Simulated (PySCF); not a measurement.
Field gradients from PBE0/pcSseg-1 densities (PySCF, non-relativistic) at GFN2-xTB geometries, isolated species, one conformer each; χzz is the principal value of largest magnitude, with Q(14N) = 0.02044 b. GFN2-xTB bond lengths can be off by several hundredths of an ångström, more for odd bonds, and the gradients follow them. The small basis limits the accuracy of the gradients.

Problem. These 14N couplings (χzz in MHz, η) are listed in rising order: (-5.337, 0.07); (-4.726, 0.03); (-4.438, 0.08); (-3.899, 0.18); (2.918, 0.50); (3.164, 0.83). Assign them to: the imine nitrogen of `N=C1CCC(C(=O)[O-])CC1`; the aniline-type nitrogen of `[CH2+]c1cccc(N(C)C)c1`; the nitrogen bonded to P and H of `N=P12CCC(CC1)CC2`; N8 (pyridine-type nitrogen) in `[CH3:1][O:2][c:3]1[n:4][s:5][c:6]([F:7])[n:8]1`; the nitrogen bonded to P and 2 H of `CC#CP(N)C(C)(C)C`; the nitrogen bonded to P and H of `CCC[P@@]1(=N)C=C1CC`.

Solution. -5.337 MHz, η 0.07: the aniline-type nitrogen of `[CH2+]c1cccc(N(C)C)c1`; -4.726 MHz, η 0.03: the nitrogen bonded to P and 2 H of `CC#CP(N)C(C)(C)C`; -4.438 MHz, η 0.08: the imine nitrogen of `N=C1CCC(C(=O)[O-])CC1`; -3.899 MHz, η 0.18: N8 (pyridine-type nitrogen) in `[CH3:1][O:2][c:3]1[n:4][s:5][c:6]([F:7])[n:8]1`; 2.918 MHz, η 0.50: the nitrogen bonded to P and H of `CCC[P@@]1(=N)C=C1CC`; 3.164 MHz, η 0.83: the nitrogen bonded to P and H of `N=P12CCC(CC1)CC2`.

All sites together:

| nucleus | site | Vzz (au) | η | χzz (MHz) |
| --- | --- | --- | --- | --- |
| 14N | the imine nitrogen of N=C1CCC(C(=O)[O-])CC1 | -0.924 | 0.08 | -4.438 |
| 14N | the aniline-type nitrogen of [CH2+]c1cccc(N(C)C)c1 | -1.111 | 0.07 | -5.337 |
| 14N | the nitrogen bonded to P and H of N=P12CCC(CC1)CC2 | 0.659 | 0.83 | 3.164 |
| 14N | N8 (pyridine-type nitrogen) in [CH3:1][O:2][c:3]1[n:4][s:5][c:6]([F:7])[n:8]1 | -0.812 | 0.18 | -3.899 |
| 14N | the nitrogen bonded to P and 2 H of CC#CP(N)C(C)(C)C | -0.984 | 0.03 | -4.726 |
| 14N | the nitrogen bonded to P and H of CCC[P@@]1(=N)C=C1CC | 0.608 | 0.50 | 2.918 |
